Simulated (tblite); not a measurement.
Species: C6H9F2 (doublet state).
Atom-mapped SMILES: `[CH2:1][CH2:2][C@@H:3]1[CH2:4][C@@H:5]1[CH:6]([F:7])[F:8]` (hydrogens: H9, H10 on C1; H11, H12 on C2; H13 on C3; H14, H15 on C4; H16 on C5; H17 on C6)

Computed with GFN2-xTB (tblite), gas phase: L-BFGS steps from a force-field or distance-geometry start until the largest atomic force falls under 0.01 eV/Å.

Step 6: E = -729.1908 eV
```
atom  x, y, z in Å  |  force x, y, z in eV/Å
C1     -1.9482   -0.4560    1.0506    0.015  -0.012   0.020
C2     -1.0792   -0.9294   -0.0438    0.010   0.016  -0.013
C3     -0.4592    0.1901   -0.8532    0.017   0.079  -0.029
C4      0.8704    0.0195   -1.5176    0.074   0.046   0.024
C5      0.7222    1.0017   -0.3880    0.014   0.005   0.007
C6      1.3986    0.7641    0.9285    0.021   0.025   0.054
F7      2.6684    1.2537    0.9008    0.032  -0.019  -0.017
F8      0.7739    1.4529    1.9196   -0.032   0.006   0.040
H9     -1.7603    0.4775    1.5423    0.019  -0.002  -0.037
H10    -2.7033   -1.1075    1.4457    0.007   0.032   0.007
H11    -1.6626   -1.5540   -0.7295   -0.007  -0.064   0.011
H12    -0.2843   -1.5835    0.3515    0.009   0.021  -0.007
H13    -1.1998    0.7581   -1.4034   -0.034   0.004   0.006
H14     1.0291    0.4162   -2.5084   -0.028  -0.018  -0.004
H15     1.4240   -0.8876   -1.3252   -0.010   0.001   0.032
H16     0.7385    2.0601   -0.6310   -0.061  -0.067  -0.033
H17     1.4650   -0.2842    1.2509   -0.046  -0.054  -0.061
```

Step 7: E = -729.1921 eV
```
atom  x, y, z in Å  |  force x, y, z in eV/Å
C1     -1.9478   -0.4559    1.0499    0.029  -0.010   0.022
C2     -1.0775   -0.9297   -0.0454   -0.039   0.022   0.025
C3     -0.4591    0.1925   -0.8537   -0.006   0.003  -0.009
C4      0.8705    0.0207   -1.5170    0.079   0.042   0.018
C5      0.7216    1.0028   -0.3871    0.030   0.002   0.001
C6      1.3990    0.7647    0.9300   -0.001   0.014   0.021
F7      2.6695    1.2513    0.9029    0.029  -0.009  -0.018
F8      0.7747    1.4511    1.9225   -0.029   0.016   0.038
H9     -1.7587    0.4790    1.5409    0.009  -0.033  -0.051
H10    -2.7040   -1.1067    1.4468    0.037   0.052  -0.012
H11    -1.6627   -1.5581   -0.7272    0.012  -0.034   0.002
H12    -0.2825   -1.5838    0.3503    0.007   0.036  -0.009
H13    -1.1989    0.7607   -1.4039   -0.045   0.005   0.004
H14     1.0284    0.4157   -2.5088   -0.018  -0.016   0.006
H15     1.4233   -0.8867   -1.3228   -0.012   0.002   0.025
H16     0.7339    2.0590   -0.6366   -0.039  -0.039  -0.003
H17     1.4632   -0.2848    1.2493   -0.045  -0.052  -0.060
```

Q: Estimate the geometry and energy of step 8. (The exact step hangs on the optimiser's Hessian estimate; all steps are aligned on step 7, rigid shifts and turns removed.)

A: E = -729.1931 eV, largest force 0.072 eV/Å
```
atom  x, y, z in Å  |  force x, y, z in eV/Å
C1     -1.9468   -0.4560    1.0497    0.037  -0.008   0.014
C2     -1.0768   -0.9296   -0.0464   -0.051   0.014   0.034
C3     -0.4589    0.1944   -0.8543   -0.017  -0.051   0.005
C4      0.8720    0.0224   -1.5160    0.046   0.022   0.010
C5      0.7218    1.0037   -0.3863    0.022   0.001   0.001
C6      1.3992    0.7653    0.9316   -0.017   0.000  -0.008
F7      2.6709    1.2492    0.9041    0.011  -0.008  -0.008
F8      0.7748    1.4500    1.9255   -0.011   0.011   0.023
H9     -1.7571    0.4797    1.5388    0.007  -0.033  -0.047
H10    -2.7040   -1.1051    1.4475    0.042   0.051  -0.017
H11    -1.6625   -1.5618   -0.7253    0.026  -0.005  -0.002
H12    -0.2809   -1.5832    0.3492    0.006   0.046  -0.009
H13    -1.1992    0.7628   -1.4042   -0.037  -0.001   0.007
H14     1.0275    0.4150   -2.5091   -0.002  -0.010   0.012
H15     1.4225   -0.8860   -1.3204   -0.007   0.001   0.018
H16     0.7296    2.0576   -0.6410   -0.017   0.001   0.020
H17     1.4608   -0.2862    1.2467   -0.039  -0.030  -0.052
```

The energy changes by -0.0010 eV. The first-order estimate −F·Δx gives -0.0014 eV and the mean of the old and new forces, exact on a quadratic surface, -0.0010 eV. The step makes an angle of 54° with the force vector and moves no atom by more than 0.006 Å.

The cost below is that of the whole relaxation. Hardware: an AMD EPYC 7B13 with one thread, no GPU, shared host. Cost: 0.38 s.
